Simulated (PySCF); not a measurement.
# Energy of Mg²⁺ (magnesium, charge +2) between two integer charges

The 2p beta orbital of [Ne] is emptied in steps (occupation f), with all orbitals relaxed, ending at [He] 2s2 2p5. All numbers are calculated (PySCF 2.14, scalar relativity by spin-free X2C-1e, in aug-cc-pVTZ-DK). The exact energy is a straight line in f; departures are measured from the line between the end points of the same method.

```
  f  UHF (eV)  LDA (eV)  PBE (eV)  PBE0 (eV)  r2SCAN (eV)  LC-wPBE (eV)  BHandHLYP (eV)  wB97X (eV)  MN15 (eV)  B3LYP (eV)
  1     0.000     0.000     0.000      0.000        0.000         0.000           0.000       0.000      0.000       0.000
0.8     0.283    -2.419    -2.348     -1.699       -2.150        -1.434          -1.047      -1.356     -1.623      -1.834
0.6     0.408    -3.642    -3.524     -2.552       -3.199        -2.151          -1.579      -2.032     -2.426      -2.756
0.4     0.393    -3.650    -3.519     -2.550       -3.166        -2.143          -1.586      -2.021     -2.413      -2.758
0.2     0.252    -2.436    -2.337     -1.695       -2.090        -1.418          -1.062      -1.332     -1.595      -1.837
  0     0.000     0.000     0.000      0.000        0.000         0.000           0.000       0.000      0.000       0.000
```

Problem. For UHF, how does the orbital energy at f = 1 compare with the removal energy?

Solution. −ε = 81.833 eV against a total-energy difference of 79.988 eV. By Janak's theorem ε = ∂E/∂f, so the gap between them reflects the curvature. Along the path −ε is 80.992 (f = 0.8), 80.248 (f = 0.6), 79.586 (f = 0.4), 78.996 (f = 0.2) eV.

| method | E(f=0) − E(f=1) (eV) | −ε at f=1 (eV) | −ε at f=0.4 (eV) |
| --- | --- | --- | --- |
| UHF | 79.988 | 81.833 | 79.586 |
| LDA | 82.119 | 67.065 | 85.130 |
| PBE | 81.646 | 67.000 | 84.621 |
| PBE0 | 81.587 | 70.994 | 83.735 |
| r2SCAN | 81.739 | 68.219 | 84.545 |
| LC-wPBE | 81.807 | 72.864 | 83.650 |
| BHandHLYP | 81.585 | 75.088 | 82.874 |
| wB97X | 81.487 | 73.030 | 83.250 |
| MN15 | 82.265 | 72.110 | 84.356 |
| B3LYP | 81.894 | 70.471 | 84.192 |

Reference removal energy between the ground levels: 80.144 eV (measured; NIST Atomic Spectra Database, ionization energies). The calculation has no spin-orbit coupling. UHF lacks correlation.
